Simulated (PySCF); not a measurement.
Stepwise substitution at one centre (In Cl-NH2). Isolated molecules, 0 K electronic values unless said otherwise. One relaxed conformer stands for each flexible species; it need not be the lowest. Strings in code marks are SMILES.

Method: PBE-D3(BJ)/def2-TZVP // B3LYP-D3(BJ)/def2-TZVP run with PySCF. Excitations are Tamm–Dancoff values on a coarser integration grid. The basis has no diffuse functions, so Rydberg states are missing or too high.

```csv
species,HOMO (eV),S1 excitation (TDA) (eV),S1 oscillator strength
0 of 3 Cl replaced by NH2 (`[Cl][In]([Cl])[Cl]`),?,4.22,0.000
1 of 3 Cl replaced by NH2,?,4.01,0.029
2 of 3 Cl replaced by NH2,?,4.08,0.010
3 of 3 Cl replaced by NH2 (`[NH2][In]([NH2])[NH2]`),-5.38,4.09,0.023
```

What belongs in the gaps?


- 0 of 3 Cl replaced by NH2 (`[Cl][In]([Cl])[Cl]`), HOMO (eV): -8.01
- 1 of 3 Cl replaced by NH2, HOMO (eV): -6.74
- 2 of 3 Cl replaced by NH2, HOMO (eV): -6.12
